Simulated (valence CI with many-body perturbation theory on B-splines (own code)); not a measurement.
# Questions on Sb44+

Calculated by configuration interaction combined with many-body perturbation theory (CI+MBPT): five valence electrons over a frozen Dirac-Fock core [He], radial functions for each j: 9 s, 9 p, 8 d, 6 f, 3 g, 1 h, with the one-electron correlation potential Σ1, the two-electron term Σ2, the three-electron term Σ3, Breit, model QED; selected CI, second order for the rest, scaled by the run's own slope (own B-spline code, finite nucleus).

The last digits are not significant, and no measured levels were compared; by estimate large intervals hold to a few tenths of a per cent, small ones and those within an open d or f shell to about a per cent. Among the levels kept, up to 3700 cm⁻¹ of a level comes from second order outside the variational space, and about a tenth of that is noise between levels of different J, which matters for small intervals.

Levels are named by their leading jj configuration (3d3/2^4 stands for four electrons in 3d with j = 3/2), which in mixed levels can hold well under half, so a name can repeat and another be missing.

Rates and lifetimes use the calculated energies. Strong lines usually hold to 10 to 20 %, long lifetimes can be off by a factor of two.

Q: What is the ground level?

A: (2s^2 2p1/2^2 2p3/2) J=3/2, composition 46 % 2s2 2p3 2P° + 29 % 2s2 2p3 4S° + 26 % 2s2 2p3 2D°, g = 1.372.

Q: What is the ionisation energy?

A: 7390.5 eV; NIST lists 7390 ± 4 eV (theoretical).

Q: What are the static dipole polarisabilities of the lowest levels?

A: (2s^2 2p1/2^2 2p3/2) J=3/2 0.000497 (tensor 9.3e-05) bohr³, of which the core gives 1.18e-06.

Q: Among levels below 340.01 Ry, which E1 lines absorb most strongly from the ground level?

A: to (2s^2 2p1/2 2p3/2 3d3/2) J=5/2 at 0.2739 nm, f = 0.591; to (2s^2 2p1/2^2 3d5/2) J=5/2 at 0.2895 nm, f = 0.522; to (2s^2 2p1/2 2p3/2 3d3/2) J=3/2 at 0.2736 nm, f = 0.276.

Q: How well does LS coupling describe the low levels?

A: Among the lowest 20 levels the leading LS term, summed over configurations, holds 61 % on average. For single configurations the figures are 61 % in LS and 98 % in jj coupling. Terms mix most in the J = 3/2 level at 308.25 Ry, where the leading one holds 31 %.

Q: Name the longest-lived excited levels whose lifetime is computed, and their main decay.

A: (2s^2 2p1/2 2p3/2^2) J=5/2 at 19.56 Ry lives 37.0 ns, mostly by M1 to (2s^2 2p1/2^2 2p3/2) J=3/2; (2s^2 2p1/2 2p3/2^2) J=1/2 at 21.65 Ry lives 9.17 ns, mostly by M1 to (2s^2 2p1/2^2 2p3/2) J=3/2; (2s^2 2p1/2 2p3/2^2) J=3/2 at 18.15 Ry lives 6.43 ns, mostly by M1 to (2s^2 2p1/2^2 2p3/2) J=3/2.

Q: Where does the other parity begin?

A: At (2s 2p1/2^2 2p3/2^2) J=5/2, 32.96 Ry.
